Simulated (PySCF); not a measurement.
Isomers of [C5H4FN2]-.

All values: PBE0/pcSseg-1 (PySCF) at GFN2-xTB geometries, gas phase, one conformer each.

Question: Rank by the lowest Hirshfeld charge on any atom, highest value first.
A. `[CH2:1]=[CH:2][c:3]1[n-:4][cH:5][n:6][c:7]1[F:8]` (charge -1) with C1–C2–C3–N4 180°
B. `[CH2:1]=[CH:2][c:3]1[n:4][c:5]([F:6])[cH:7][n-:8]1` (charge -1) with C1–C2–C3–N4 0°
C. `[CH2:1]=[CH:2][c:3]1[cH:4][c:5]([F:6])[n-:7][n:8]1` (charge -1) with C1–C2–C3–C4 0°

Answer: C (-0.259 e), B (-0.280 e), A (-0.305 e).

Question: Rank by the highest IAO charge on any atom, lowest value first.
A. `[CH2:1]=[CH:2][c:3]1[n:4][c:5]([F:6])[cH:7][n-:8]1` (charge -1) with C1–C2–C3–N4 0°
B. `[F:1]/[CH:2]=[CH:3]\[c:4]1[cH:5][n:6][cH:7][n-:8]1` (charge -1) with C2–C3–C4–C5 0°
C. `[CH2:1]=[N:2][c:3]1[cH:4][n-:5][c:6]([F:7])[cH:8]1` (charge -1) with C1–N2–C3–C4 180°
D. `[CH2:1]=[CH:2][c:3]1[cH:4][c:5]([F:6])[n-:7][n:8]1` (charge -1) with C1–C2–C3–C4 0°

Answer: B (+0.154 e), A (+0.278 e), D (+0.295 e), C (+0.310 e).

All values together:

| SMILES | HOMO (eV) | LUMO (eV) | lowest IAO charge (e) | highest IAO charge (e) | lowest Hirshfeld charge (e) | highest Hirshfeld charge (e) |
| --- | --- | --- | --- | --- | --- | --- |
| F/C=C\c1cnc[n-]1 | -0.74 | 4.41 | -0.429 (N) | +0.154 (H) | -0.297 (N) | +0.033 (H) |
| C=Cc1[n-]cnc1F | -0.86 | 4.28 | -0.440 (N) | +0.284 (C) | -0.305 (N) | +0.047 (C) |
| C=Cc1cc(F)[n-]n1 | -1.25 | 4.01 | -0.408 (C) | +0.295 (C) | -0.259 (N) | +0.035 (C) |
| F/C=C/c1cnc[n-]1 | -0.78 | 4.41 | -0.439 (N) | +0.148 (H) | -0.303 (N) | +0.031 (H) |
| C=Nc1c[n-]c(F)c1 | -0.74 | 3.86 | -0.427 (N) | +0.310 (C) | -0.299 (N) | +0.041 (C) |
| C=Cc1nc(F)c[n-]1 | -0.79 | 4.23 | -0.435 (N) | +0.278 (C) | -0.280 (N) | +0.034 (C) |

Conformers: `[F:1]/[CH:2]=[CH:3]\[c:4]1[cH:5][n:6][cH:7][n-:8]1` (charge -1) with C2–C3–C4–C5 0°; `[CH2:1]=[CH:2][c:3]1[n-:4][cH:5][n:6][c:7]1[F:8]` (charge -1) with C1–C2–C3–N4 180°; `[CH2:1]=[CH:2][c:3]1[cH:4][c:5]([F:6])[n-:7][n:8]1` (charge -1) with C1–C2–C3–C4 0°; `[F:1]/[CH:2]=[CH:3]/[c:4]1[cH:5][n:6][cH:7][n-:8]1` (charge -1) with C2–C3–C4–C5 180°; `[CH2:1]=[N:2][c:3]1[cH:4][n-:5][c:6]([F:7])[cH:8]1` (charge -1) with C1–N2–C3–C4 180°; `[CH2:1]=[CH:2][c:3]1[n:4][c:5]([F:6])[cH:7][n-:8]1` (charge -1) with C1–C2–C3–N4 0°.
